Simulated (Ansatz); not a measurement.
Geometry optimisation, Ansatz, RKS B3LYP/def2-TZVP.

Input file:

```yaml
crystal:
  periodic: [false, false, false]
  atoms:
    - { symbol: O, position_ang: [-0.69665, -1.13641, 0.09093] }
    - { symbol: As, position_ang: [0.83415, -0.17714, -0.37374] }
    - { symbol: S, position_ang: [-0.00704, 1.68698, -0.90639] }
    - { symbol: H, position_ang: [-1.38566, -0.47108, 0.07485] }
    - { symbol: H, position_ang: [1.25521, 0.09765, 1.11435] }
total_charge: -1
basis:
  gaussian: { orbitals: def2-TZVP }
hamiltonian:
  xc: b3lyp
relax:
  f_tol: 0.015
  max_steps: 40
```

Command:

```bash
$ ansatz run input.yaml --threads 2 --pin off --max-ram 3072MiB --backend cpu --events-out ev --progress --plain --runs-dir out
```

Problem. Where does it end, and by what steps?

Solution. The forces met the threshold. Limits of this set-up: an anion without diffuse functions. After 4 steps the energy has fallen by 0.034 eV; S3 moved furthest, 0.06 Å.

```tsv
step	energy less start (eV)	largest force component (eV/Å)	accepted
0	0.0000	0.936	yes
1	-0.0307	0.216	yes
2	-0.0337	0.093	yes
3	-0.0343	0.021	yes
4	-0.0343	0.006	yes
```

```xyz
5
Properties=species:S:1:pos:R:3
O -0.698 -1.166 0.064
As 0.837 -0.190 -0.376
S 0.006 1.733 -0.935
H -1.373 -0.475 0.126
H 1.227 0.097 1.121
```

Time of the run: 12 s on 2 threads of AMD EPYC 7B13 (Zen 3) (shared host), peak memory 0.28 GiB.
